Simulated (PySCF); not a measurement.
PySCF job for C5H7F, SMILES C(#C)C[C@H](F)C, B3LYP/pcSseg-1. Geometry: PBE0-D3(BJ)/def2-SVP. The structure was generated by enumeration; whether it is a known compound was not checked. Other conformers were not sampled.

```python
import numpy as np
from pyscf import gto, scf, dft
from pyscf.prop.nmr import rks as nmr

mol = gto.M(
    atom='''
    C     2.29582992    0.62023355    0.76273887
    C     1.45890620   -0.10304189    0.27094540
    C     0.44347974   -0.97180182   -0.30868411
    C    -0.95213216   -0.35269943   -0.36810452
    C    -1.48300734    0.11590120    0.96454825
    F    -0.91790194    0.71594975   -1.23883262
    H     3.04281165    1.26250908    1.19086865
    H     0.73997429   -1.24809631   -1.33406664
    H     0.38812480   -1.91142440    0.26707328
    H    -1.63279497   -1.10577454   -0.80531573
    H    -1.57449672   -0.72711182    1.66538216
    H    -0.80596903    0.86387814    1.40243597
    H    -2.47499058    0.57092239    0.83445261
    ''',
    basis='pcSseg-1',
    charge=0,
    spin=0,
    max_memory=1600,
    verbose=3,
)
mf = dft.RKS(mol, xc='b3lyp')
mf.grids.level = 3
mf.conv_tol = 1e-10
mf.max_cycle = 100
mf.kernel()
n = nmr.NMR(mf)
n.verbose = 2
n.max_cycle_cphf = 60
sigma = n.kernel()
print('atom   isotropic/ppm   span/ppm')
for i, s in enumerate(sigma):
    w = np.linalg.eigvalsh((s + s.T) / 2)
    print(f'{mol.atom_symbol(i):2s}{i + 1:3d} {w.mean():14.3f} {w[2] - w[0]:11.3f}')
```

Program output:

```
converged SCF energy = -294.497160479607
atom   isotropic/ppm   span/ppm
C   1        103.926     229.822
C   2         98.226     292.051
C   3        150.586      29.430
C   4         90.022      85.834
C   5        158.623      38.093
F   6        367.159      71.498
H   7         29.529      15.118
H   8         28.550      10.285
H   9         29.342       9.630
H  10         26.928       5.495
H  11         30.659       9.841
H  12         29.265       7.578
H  13         29.892       9.624
```

Self-consistency was reached.

Cost: roughly 30 core-seconds.
